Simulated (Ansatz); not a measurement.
`CO[SiH2]F` → `[CH2]` (triplet) + `O[SiH2]F` at 700 K and 1 bar (formal loss of a carbene).

Computed with Ansatz on PBE0-D4/def2-TZVP structures; ΔE is electronic, products minus reactants. CCSD(T)/CBS adds triple-zeta CCSD(T) − MP2 to the extrapolated MP2 energy (def2 sets, frozen cores). This one scheme is used for every species. Triplets are unrestricted, without spin–orbit coupling. One conformer a species, not always the lowest.

```tsv
species	CCSD(T)/CBS energy (Eh)	H − E (kJ/mol)	S (J/(mol·K))
`CO[SiH2]F`	-505.20189	228.1	411.9
`[CH2]` (triplet)	-39.09499	70.4	226.8
`O[SiH2]F`	-465.96250	137.3	346.2
```

H − E and S are ideal-gas, rigid-rotor, harmonic terms from PBE0-D4/def2-TZVP, for one conformer and one mirror image of each species, with the whole ground term of open shells counted as degenerate. 1 Eh = 2625.50 kJ/mol, R = 8.31446 J/(mol·K).

**Question.** By hand: ΔE, ΔH, ΔS and ΔG.

**Answer.** ΔE = (-39.09499) + (-465.96250) − (-505.20189) = 0.14440 Eh = 379.1 kJ/mol. Δ(H − E) = 70.4 + 137.3 − 228.1 = -20.4, so ΔH = 358.7 kJ/mol. ΔS = 226.8 + 346.2 − 411.9 = 161.1 J/(mol·K). ΔG = 358.7 − 700 × (161.1)/1000 = 245.9 kJ/mol.

**Question.** By hand: the equilibrium constant, and the temperature at which ΔG would vanish if ΔH and ΔS stayed fixed.

**Answer.** log₁₀ K = −ΔG/(RT ln 10) = -18.3. ΔG = 0 at ΔH/ΔS = 2227 K.

The number of gas molecules changes by +1, which sets the sign of ΔS. A doubt of 5 kJ/mol in ΔE shifts log₁₀ K by 0.4 here. Other conformers and mirror images would add mixing entropy, several J/(mol·K) or more a flexible species. A triplet takes part, so the spin changes. These are equilibria of isolated gas molecules and say nothing of rates. Largest T1 diagnostic: 0.011 (customary marks: 0.02 for closed shells, 0.045 for open ones).
